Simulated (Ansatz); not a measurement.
C4H10AlNO, singlet, geometry from GFN2-xTB (such geometries of metal compounds can be far from the true shape), atoms displaced at random by about 0.08 Å a coordinate; Ansatz (a quantum-chemistry and plane-wave program) with B3LYP/STO-3G, gradient.

Here is a job for Ansatz.
Ansatz 0.2 input:
```yaml
crystal:
  periodic: [false, false, false]
  atoms:
    - {symbol: Al, position_ang: [0.18789382, 0.61387946, 0.50875748]}
    - {symbol: C, position_ang: [-0.15882933, 2.19914478, 0.13093426]}
    - {symbol: C, position_ang: [-0.37113810, 2.81299046, -1.00512118]}
    - {symbol: H, position_ang: [-0.04448508, 3.12779994, 0.72314682]}
    - {symbol: H, position_ang: [-0.69795332, 3.93342539, -1.39093435]}
    - {symbol: H, position_ang: [-0.62650535, 1.88108970, -1.81642380]}
    - {symbol: O, position_ang: [0.02714958, -0.53195536, -0.52192250]}
    - {symbol: C, position_ang: [-0.06051889, -1.74523250, -1.37574247]}
    - {symbol: C, position_ang: [0.02669676, -3.10211773, -0.69886607]}
    - {symbol: H, position_ang: [-1.14892197, -1.65773282, -1.93627199]}
    - {symbol: H, position_ang: [0.38577227, -1.63205977, -2.14974471]}
    - {symbol: H, position_ang: [-0.86675396, -3.08408255, 0.16264332]}
    - {symbol: H, position_ang: [-0.18977132, -3.97977284, -1.26545463]}
    - {symbol: H, position_ang: [0.91078730, -3.17281527, -0.06741047]}
    - {symbol: N, position_ang: [0.59761614, 0.07031411, 2.42087689]}
    - {symbol: H, position_ang: [0.67320336, 0.70254548, 2.88128788]}
    - {symbol: H, position_ang: [0.70482558, -0.77398076, 2.64940887]}
basis:
  gaussian:
    orbitals: STO-3G
hamiltonian:
  xc: b3lyp
output: {forces: true}
```

Q: Write the output that Ansatz gives for this input, abridged.

A: 
```
Functional definition: B3LYP
656 factors; integrals over basis functions are off by at most 8.2e-5 eV
mean field evaluation 1: about -14253.8611 eV, gradient 3.5e1 eV
mean field evaluation 2: about -14243.0457 eV, gradient 6.8e1 eV
mean field evaluation 4: about -14257.6574 eV, gradient 3.6e0 eV
mean field evaluation 8: about -14257.5802 eV, gradient 1.9e-1 eV
mean field evaluation 16: about -14257.5803 eV, gradient 2.3e-5 eV
mean field -14257.58033160 eV, -523.9564130511 hartree, gradient 2.3e-5 eV, S^2 0.000000; 0 other end points of the search recorded, 0 dependent functions left out
the calculation of the forces begins
reference -14257.58059772 eV, -523.9564228310 hartree; 31, 31 occupied and 18, 18 virtual orbitals, 656 factors
Total energy: -14257.58059772 eV, -523.9564228310 hartree
Atom 0 at     0.187894     0.613879     0.508757 Å, force     2.533052    -6.613664     8.713781 eV/Å
Atom 1 at    -0.158829     2.199145     0.130934 Å, force    -0.077021    10.215572     1.355263 eV/Å
Atom 2 at    -0.371138     2.812990    -1.005121 Å, force    -3.777247    -2.753363    -8.075193 eV/Å
Atom 3 at    -0.044485     3.127800     0.723147 Å, force     0.305423    -1.143551     2.304634 eV/Å
Atom 4 at    -0.697953     3.933425    -1.390934 Å, force     1.425970    -3.237438     1.694627 eV/Å
Atom 5 at    -0.626505     1.881090    -1.816424 Å, force     0.837657     3.927048     0.966639 eV/Å
Atom 6 at     0.027150    -0.531955    -0.521922 Å, force    -0.124721    -4.815121    -3.793489 eV/Å
Atom 7 at    -0.060519    -1.745232    -1.375742 Å, force   -11.485763     2.235234    10.023964 eV/Å
Atom 8 at     0.026697    -3.102118    -0.698866 Å, force    -3.368533     1.058550     5.548856 eV/Å
Atom 9 at    -1.148922    -1.657733    -1.936272 Å, force     1.903161    -0.573343     1.991572 eV/Å
Atom 10 at     0.385772    -1.632060    -2.149745 Å, force     9.096220     1.541846   -11.822414 eV/Å
Atom 11 at    -0.866754    -3.084083     0.162643 Å, force     2.592822    -0.152413    -2.663986 eV/Å
Atom 12 at    -0.189771    -3.979773    -1.265455 Å, force     0.220272    -0.915703    -1.301474 eV/Å
Atom 13 at     0.910787    -3.172815    -0.067410 Å, force     0.839191    -0.446731    -0.269336 eV/Å
Atom 14 at     0.597616     0.070314     2.420877 Å, force    -5.275445    -8.478166   -24.952812 eV/Å
Atom 15 at     0.673203     0.702545     2.881288 Å, force     2.826588    20.636942    16.719127 eV/Å
Atom 16 at     0.704826    -0.773981     2.649409 Å, force     1.528373   -10.485699     3.560239 eV/Å
Dipole moment:     0.036786    -0.106156    -0.207925 e Å
```
